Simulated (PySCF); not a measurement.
**Broadened absorption spectrum of C6H18GaN**

Compound: C₆H₁₈GaN.
Numbering: `[CH3:1][CH2:2][CH2:3][GaH2-:4][N+:5]([CH3:6])([CH3:7])[CH3:8]` (hydrogens: H9, H10, H11 on C1; H12, H13 on C2; H14, H15 on C3; H16, H17 on Ga4; H18, H19, H20 on C6; H21, H22, H23 on C7; H24, H25, H26 on C8)

Cartesian coordinates in Å at the PBE0-D3(BJ)/def2-SVP level; atoms count from 1:
```
atom  x, y, z in Å
C1     3.6366    0.1687   -0.1812
C2     2.6534   -0.6044   -1.0483
C3     1.3150   -0.8656   -0.3572
Ga4    0.3830    0.8139    0.2188
N5    -1.6929    0.1927    0.3040
C6    -2.1430   -0.1658   -1.0401
C7    -2.4659    1.3232    0.8171
C8    -1.7886   -0.9520    1.2097
H9     3.8324   -0.3594    0.7663
H10    4.6034    0.3191   -0.6870
H11    3.2444    1.1665    0.0809
H12    2.4806   -0.0408   -1.9827
H13    3.1233   -1.5567   -1.3588
H14    0.6584   -1.4346   -1.0410
H15    1.4733   -1.5142    0.5236
H16    0.2158    1.9578   -0.8764
H17    0.5076    1.2679    1.7388
H18   -2.0128    0.6943   -1.7106
H19   -3.2069   -0.4667   -1.0359
H20   -1.5388   -0.9984   -1.4240
H21   -3.5398    1.0698    0.8895
H22   -2.3421    2.1846    0.1466
H23   -2.0904    1.6026    1.8107
H24   -1.1841   -1.7824    0.8209
H25   -2.8363   -1.2886    1.3173
H26   -1.3977   -0.6704    2.1970
```

The calculation used TDDFT PBE0/def2-SVPD, vertical, gas phase, core orbitals frozen in the response (PySCF). The PBE0/def2-SVPD calculation is non-relativistic and has no spin–orbit coupling, an omission that weighs most on gallium.

Broadening: Gaussians 0.5 eV wide at half height, area fixed by f = 4.319×10⁻⁹ ∫ε dν̃. The width is an assumption, not a result. The curve ends short of the highest state used, and states not computed would add to its high-energy end.

```json
{"λ (nm)": "180.9", "ε (L mol⁻¹ cm⁻¹)": "7543"}
{"λ (nm)": "182.8", "ε (L mol⁻¹ cm⁻¹)": "7634"}
{"λ (nm)": "184.6", "ε (L mol⁻¹ cm⁻¹)": "7257"}
{"λ (nm)": "186.5", "ε (L mol⁻¹ cm⁻¹)": "6476"}
{"λ (nm)": "188.3", "ε (L mol⁻¹ cm⁻¹)": "5530"}
{"λ (nm)": "190.2", "ε (L mol⁻¹ cm⁻¹)": "4479"}
{"λ (nm)": "192.0", "ε (L mol⁻¹ cm⁻¹)": "3549"}
{"λ (nm)": "193.9", "ε (L mol⁻¹ cm⁻¹)": "2710"}
{"λ (nm)": "195.7", "ε (L mol⁻¹ cm⁻¹)": "2081"}
{"λ (nm)": "197.6", "ε (L mol⁻¹ cm⁻¹)": "1591"}
{"λ (nm)": "199.4", "ε (L mol⁻¹ cm⁻¹)": "1269"}
{"λ (nm)": "201.3", "ε (L mol⁻¹ cm⁻¹)": "1043"}
{"λ (nm)": "203.1", "ε (L mol⁻¹ cm⁻¹)": "899"}
{"λ (nm)": "204.9", "ε (L mol⁻¹ cm⁻¹)": "789"}
{"λ (nm)": "206.8", "ε (L mol⁻¹ cm⁻¹)": "688"}
{"λ (nm)": "208.6", "ε (L mol⁻¹ cm⁻¹)": "592"}
{"λ (nm)": "210.5", "ε (L mol⁻¹ cm⁻¹)": "489"}
{"λ (nm)": "212.3", "ε (L mol⁻¹ cm⁻¹)": "392"}
{"λ (nm)": "214.2", "ε (L mol⁻¹ cm⁻¹)": "297"}
{"λ (nm)": "216.0", "ε (L mol⁻¹ cm⁻¹)": "219"}
{"λ (nm)": "217.9", "ε (L mol⁻¹ cm⁻¹)": "152"}
{"λ (nm)": "219.7", "ε (L mol⁻¹ cm⁻¹)": "103"}
{"λ (nm)": "221.6", "ε (L mol⁻¹ cm⁻¹)": "65"}
{"λ (nm)": "223.4", "ε (L mol⁻¹ cm⁻¹)": "41"}
{"λ (nm)": "225.3", "ε (L mol⁻¹ cm⁻¹)": "24"}
{"λ (nm)": "227.1", "ε (L mol⁻¹ cm⁻¹)": "14"}
{"λ (nm)": "229.0", "ε (L mol⁻¹ cm⁻¹)": "8"}
{"λ (nm)": "230.8", "ε (L mol⁻¹ cm⁻¹)": "4"}
{"λ (nm)": "232.7", "ε (L mol⁻¹ cm⁻¹)": "2"}
{"λ (nm)": "234.5", "ε (L mol⁻¹ cm⁻¹)": "1"}
```

Q: Where are the band maxima, and which computed states make them?

A: 182 nm (6.81 eV), ε about 7700, made up of S3 (13%) and S4 (72%) (ε in L mol⁻¹ cm⁻¹; maxima over ε = 5, shares over 10%). The states used: S1 6.04 eV (f 0.010); S2 6.25 eV (f 0.0026); S3 6.55 eV (f 0.040); S4 6.82 eV (f 0.102); S5 6.86 eV (f 0.010); S6 7.05 eV (f 0.011); S7 7.08 eV (f 0.0083); S8 7.33 eV (f 0.0098); S9 7.34 eV (f 0.027); S10 7.45 eV (f 0.025).

Q: What would ε be at 6.81 eV, the highest of these maxima, with half the width (0.25 eV)?

A: About 12300 L mol⁻¹ cm⁻¹ against 7660, a factor of about 1.6; a lone state at its own centre would give exactly 2.

Q: Coming from long wavelengths, where does ε first pass 100 L mol⁻¹ cm⁻¹?

A: At about 220 nm (5.64 eV), 0.40 eV below S1.

Q: On this curve, what absorbance would a 10⁻⁵ mol/L sample give at 193 nm over a 1 cm path?

A: 193 nm is 6.424 eV, where ε is about 3100 L mol⁻¹ cm⁻¹, so A = ε c l ≈ 0.031 (Beer–Lambert, with the gas-phase spectrum and the assumed width).

All these states lie below the vertical ionisation energy of 8.45 eV (ΔSCF).

Hardware: an Arm Neoverse V1 with one thread, no GPU, shared host with 32 logical CPUs at a one-minute load of 36. Cost: 11 min wall, 1.4 GiB resident at most.

One conformer stands for the species.

Without π bonds the low states are Rydberg-like; a valence basis with one diffuse set may place them up to an eV too high.
